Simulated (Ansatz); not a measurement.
Relaxation of CH$_{5}$FSi$_{2}$Zn (10 atoms, charge 0, multiplicity 1), to a largest force component of 0.015 eV/Å in at most 40 steps.

Computed with RKS PBE0-D4/def2-SVP (Ansatz 0.2.0).

```xyz
10
Properties=species:S:1:pos:R:3:forces:R:3
F -1.853 1.149 0.203 -1.25 0.12 0.08
Si -0.266 0.806 0.107 0.23 -4.69 -1.57
Si 0.065 -1.133 1.135 1.46 0.01 1.80
C 0.325 0.667 -1.683 -3.74 0.78 1.52
Zn 0.089 2.770 -0.078 1.42 4.35 -1.36
H -0.309 -1.002 2.556 -0.11 -0.37 0.58
H 1.554 -1.468 1.077 -0.48 0.17 -0.02
H -0.651 -2.172 0.488 -0.88 -1.16 -0.77
H 1.358 0.567 -1.697 2.64 0.00 -0.44
H -0.229 -0.235 -2.105 0.70 0.80 0.18
```

Problem. Where does it end, and by what steps?

Solution. The forces met the threshold. After 16 steps the energy has fallen by 2.107 eV; H10 moved furthest, 0.84 Å. Joined: C4–Zn5.

```json
{"step": "0", "energy less start (eV)": "0.0000", "largest force component (eV/Å)": "4.688", "accepted": "yes"}
{"step": "1", "energy less start (eV)": "-1.2572", "largest force component (eV/Å)": "1.292", "accepted": "yes"}
{"step": "2", "energy less start (eV)": "-1.5283", "largest force component (eV/Å)": "0.973", "accepted": "yes"}
{"step": "3", "energy less start (eV)": "-1.8152", "largest force component (eV/Å)": "0.405", "accepted": "yes"}
{"step": "4", "energy less start (eV)": "-1.9465", "largest force component (eV/Å)": "0.786", "accepted": "yes"}
{"step": "5", "energy less start (eV)": "-2.0204", "largest force component (eV/Å)": "0.991", "accepted": "yes"}
{"step": "6", "energy less start (eV)": "-2.0672", "largest force component (eV/Å)": "0.536", "accepted": "yes"}
{"step": "7", "energy less start (eV)": "-2.0908", "largest force component (eV/Å)": "0.377", "accepted": "yes"}
{"step": "8", "energy less start (eV)": "-2.0452", "largest force component (eV/Å)": "0.644", "accepted": "no"}
{"step": "9", "energy less start (eV)": "-2.1025", "largest force component (eV/Å)": "0.108", "accepted": "yes"}
{"step": "10", "energy less start (eV)": "-2.1047", "largest force component (eV/Å)": "0.121", "accepted": "yes"}
{"step": "11", "energy less start (eV)": "-2.1061", "largest force component (eV/Å)": "0.090", "accepted": "yes"}
{"step": "12", "energy less start (eV)": "-2.1068", "largest force component (eV/Å)": "0.066", "accepted": "yes"}
{"step": "13", "energy less start (eV)": "-2.1071", "largest force component (eV/Å)": "0.031", "accepted": "yes"}
{"step": "14", "energy less start (eV)": "-2.1073", "largest force component (eV/Å)": "0.024", "accepted": "yes"}
{"step": "15", "energy less start (eV)": "-2.1073", "largest force component (eV/Å)": "0.035", "accepted": "yes"}
{"step": "16", "energy less start (eV)": "-2.1074", "largest force component (eV/Å)": "0.015", "accepted": "yes"}
```

```xyz
10
Properties=species:S:1:pos:R:3
F -1.988 0.858 0.174
Si -0.350 0.711 0.154
Si 0.081 -1.277 1.362
C 0.257 0.975 -1.670
Zn 0.513 2.704 -0.685
H -0.396 -1.164 2.776
H 1.562 -1.494 1.375
H -0.567 -2.469 0.724
H 1.301 0.594 -1.724
H -0.329 0.510 -2.482
```

The run took 2.4 min on 2 threads of Arm Neoverse N1 (shared host), peak memory 0.31 GiB.
